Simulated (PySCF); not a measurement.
(Z)-1-chlorobut-1-ene (C₄H₇Cl), SMILES CC/C=C\Cl.

Geometry: PBE-D3(BJ)/def2-SVP. One conformer was computed; it need not be the lowest.

Two levels are set side by side: TDA-PBE/def2-SVPD (PySCF) and TDA-LC-ωPBE/def2-SVPD (PySCF). Vertical, same geometry. The lowest singlet is HOMO→LUMO+1 78 % with PBE and HOMO→LUMO+1 26 %, HOMO→LUMO+2 24 %, HOMO→LUMO+9 12 %, HOMO→LUMO+5 9 % with the other functional; states are paired by order. Differences are taken from unrounded values.

```json
[
 {"quantity": "lowest singlet excitation (eV)", "TDA-LC-ωPBE": "7.07"},
 {"quantity": "lowest triplet excitation (TDA) (eV)", "TDA-LC-ωPBE": "3.95"},
 {"quantity": "first bright state (f over 0.05) (eV)", "TDA-LC-ωPBE": "7.34"},
 {"quantity": "its oscillator strength", "TDA-LC-ωPBE": "0.53"}
]
```

**Question.** What does TDA-PBE give, and how far is it from TDA-LC-ωPBE? (Estimate from the structure and the level; the computed values follow.)

**Answer.** 
```json
[
 {"quantity": "lowest singlet excitation (eV)", "TDA-PBE": "5.98", "TDA-PBE minus TDA-LC-ωPBE": "-1.09"},
 {"quantity": "lowest triplet excitation (TDA) (eV)", "TDA-PBE": "4.09", "TDA-PBE minus TDA-LC-ωPBE": "0.15"},
 {"quantity": "first bright state (f over 0.05) (eV)", "TDA-PBE": "6.30", "TDA-PBE minus TDA-LC-ωPBE": "-1.04"},
 {"quantity": "its oscillator strength", "TDA-PBE": "0.10", "TDA-PBE minus TDA-LC-ωPBE": "-0.43"}
]
```

A lower first singlet is the usual sign of a functional without exact exchange. Differences between two approximate levels are no errors against the true value.

Rough cost on one machine, each run with all the roots and properties that it gave: TDA-LC-ωPBE against TDA-PBE about 4 times.
